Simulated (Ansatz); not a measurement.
How methods differ on GaCl3 (gallium trichloride (monomer))

The species is GaCl3 (4 atoms), meant as a singlet with charge 0. SMILES: `[Cl][Ga]([Cl])[Cl]`. The shape was relaxed beforehand at B3LYP/def2-SVP.

Each level gives the adiabatic electron affinity (to the doublet anion, shapes relaxed at B3LYP/def2-SVP, no zero-point term) (eV). The values are calculated.

The electron affinity is E(neutral) − E(anion): positive where the electron is bound.

```
           level                    kind  program  value (eV)  CPU time (all runs)
  SVWN5/def2-SVP                     LDA   Ansatz        1.40                2.7 s
   BLYP/def2-SVP                     GGA   Ansatz        1.43                4.9 s
 r2SCAN/def2-SVP                meta-GGA   Ansatz        1.69                 16 s
  B3LYP/def2-SVP           global hybrid   Ansatz        1.61                8.2 s
wB97M-V/def2-SVP  range-separated hybrid   Ansatz        1.45                 33 s
 B2PLYP/def2-SVP           double hybrid   Ansatz        1.33                 12 s
RPA@PBE/def2-SVP                     RPA   Ansatz        1.13                8.4 s
    MP2/def2-SVP     perturbation theory   Ansatz        1.02                3.8 s
```

All-electron rows without a relativistic Hamiltonian named are non-relativistic. The values span 1.02 to 1.69 eV. In the correlated wave-function rows the outer d shell of Ga is correlated, in sets not made for it. Times are those of the runs behind each value, whatever else they computed, on shared processors of several kinds: orders of magnitude only.
